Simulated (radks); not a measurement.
Problem. These are the eigenvalues of the occupied orbitals of an atom or ion with whole-number occupations (eV). Calculated with a radial shooting solver on a logarithmic mesh with Libxc functionals: scalar-relativistic Kohn-Sham, PBE, spin-polarised, spherical densities, point nucleus.

orbital  eigenvalue
1s down   -67414.73
1s up     -67414.73
2s up     -11617.72
2s down   -11617.67
2p up     -10185.34
2p down   -10185.29
3s up     -2694.013
3s down   -2694.003
3p up     -2268.054
3p down   -2268.042
3d up     -1771.414
3d down   -1771.383
4s up     -582.9772
4s down   -582.9375
4p up     -443.2856
4p down   -443.2493
4d up     -264.5634
4d down   -264.5181
5s up     -115.1716
5s down   -114.6112
5p up      -80.9790
5p down    -80.2279
4f up      -67.0242
4f down    -66.8954
5d up      -41.5869

Which element is it, and in what charge state? The configuration may be excited. Open shells, if any, are filled with parallel spins first.

Solution. Z = 73, tantalum, charge +4: Ta4+ in [Xe] 4f14 5d1. The list shows which subshells hold electrons but not how many an open one holds; the 1s level, -2477.4 hartree, gives Z - s = 70.4 by -(Z - s)^2/2, which with screening and relativity narrows Z to a few neighbours, and the depths of the outer levels then fix element, charge and occupations together.
